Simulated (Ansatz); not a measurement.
Total energies of `[CH3][V]([CH3])(=[NH])[NH2]`.

Cartesian coordinates in Å:
```
C -0.975 0.771 -1.391
V 0.316 -0.008 -0.049
C -0.503 0.004 1.797
N 1.593 0.966 -0.004
N 0.874 -1.676 -0.533
H -1.832 0.089 -1.463
H -0.535 0.907 -2.379
H -1.315 1.742 -1.015
H -0.869 1.015 2.002
H 0.200 -0.285 2.579
H -1.350 -0.694 1.790
H 2.385 1.592 0.027
H 1.806 -1.992 -0.747
H 0.205 -2.432 -0.615
```

The species carries charge 0 and has multiplicity 1. Correlated methods include outer-core shells of V, which these sets cover unevenly. Scalar relativity is left out up to krypton. All single points use the PBE0-D4/def2-TZVP geometry. It is one conformer, not always the lowest. Basis def2-TZVPP, Ansatz 0.2.0.

RPA on PBE orbitals: Hartree–Fock energy of these orbitals -1132.60290 Eh, correlation -2.17258 Eh (frozen core).

| functional | energy without D4 (Eh) | D4 term (kJ/mol) |
| --- | --- | --- |
| LDA (SPW92) | -1131.45397 | – |
| BLYP | -1135.21499 | -57.4 |
| r2SCAN | -1135.11035 | -7.1 |
| B97M-V | -1134.98729 | – |
| BHLYP | -1135.01085 | -32.9 |
| CAM-B3LYP | -1135.15269 | -23.5 |
| LC-ωPBE | -1134.90473 | – |
| ωB97X-V | -1135.01527 | – |
| ωB97M-V | -1135.04343 | – |
| B2PLYP | -1134.91954 | – |

(1) Give the same for PBE, revPBE, PBE0, B3LYP, r2SCANh, r2SCAN0, HSE06 (plane-wave form), PBE-QIDH. (Best estimate.)

B3LYP takes the VWN-RPA correlation (the form of Gaussian; ORCA's B3LYP/G). HSE06 is the plane-wave form, built on full-range PBE exchange. The double hybrids freeze the cores in their second-order part.

## Answers

(1) Ansatz gave: 
```tsv
functional	energy without D4 (Eh)	D4 term (kJ/mol)
PBE	-1134.78828	-27.0
revPBE	-1135.10317	-76.6
PBE0	-1134.77630	-23.1
B3LYP	-1135.25790	-42.8
r2SCANh	-1135.07042	-7.5
r2SCAN0	-1135.01308	-8.3
HSE06 (plane-wave form)	-1134.75750	-21.6
PBE-QIDH	-1134.64594	–
```

LC-ωPBE has ω = 0.4 bohr⁻¹.
